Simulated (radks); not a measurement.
Q: The gold ion Au2+, 77 electrons, occupied as [Xe] 4f14 5d9. Method: non-relativistic Kohn-Sham, SCAN, spin-polarised, spherical densities, point nucleus; open shells are filled with parallel spins first (spin-orbit coupling, left out, can overturn this in heavy ions); meta-GGA in the generalised Kohn-Sham scheme; relativity is left out, which matters for an element this heavy; computed with a radial shooting solver on a logarithmic mesh with Libxc functionals. Some entries of the table are withheld. Estimate them.

| orbital | occ. | eigenvalue (hartree) | <r^2> (bohr^2) | r(max) (bohr) |
|---|---|---|---|---|
| 1s up | 1 | -2689.206 | 0.0004908 | 0.01272 |
| 1s down | 1 | -2689.205 | 0.0004908 | 0.01272 |
| 2s up | 1 | -450.2351 | 0.007629 | 0.06906 |
| 2s down | 1 | -450.2337 | 0.007630 | 0.06906 |
| 2p up | 3 | -432.7057 | 0.005632 | 0.05364 |
| 2p down | 3 | -432.7039 | 0.005632 | 0.05364 |
| 3s up | 1 | -106.4014 | 0.04719 | 0.1886 |
| 3s down | 1 | -106.4004 | 0.04719 | 0.1886 |
| 3p up | 3 | -98.07678 | 0.04351 | 0.1775 |
| 3p down | 3 | -98.07576 | 0.04351 | 0.1775 |
| 3d up | 5 | -82.60050 | 0.03361 | 0.1399 |
| 3d down | 5 | -82.59880 | 0.03361 | 0.1399 |
| 4s up | 1 | -23.29558 | 0.2258 | 0.4209 |
| 4s down | 1 | -23.29287 | 0.2258 | 0.4209 |
| 4p up | 3 | -19.67976 | 0.2321 | 0.4204 |
| 4p down | 3 | -19.67672 | 0.2321 | 0.4205 |
| 4d up | 5 | -13.07384 | 0.2451 | 0.4136 |
| 4d down | 5 | -13.07003 | 0.2451 | 0.4136 |
| 4f up | 7 | (1) | 0.2858 | 0.3710 |
| 4f down | 7 | (2) | 0.2853 | 0.3710 |
| 5s up | 1 | -3.98937 | 1.184 | 0.9371 |
| 5s down | 1 | -3.95796 | 1.181 | 0.9356 |
| 5p up | 3 | -2.84316 | 1.404 | 0.9946 |
| 5p down | 3 | -2.81001 | 1.401 | 0.9935 |
| 5d up | 5 | -1.05678 | 2.494 | 1.184 |
| 5d down | 4 | -1.02502 | 2.522 | 1.183 |

A: 
(1) 4f up eigenvalue (hartree): -4.29191
(2) 4f down eigenvalue (hartree): -4.28685
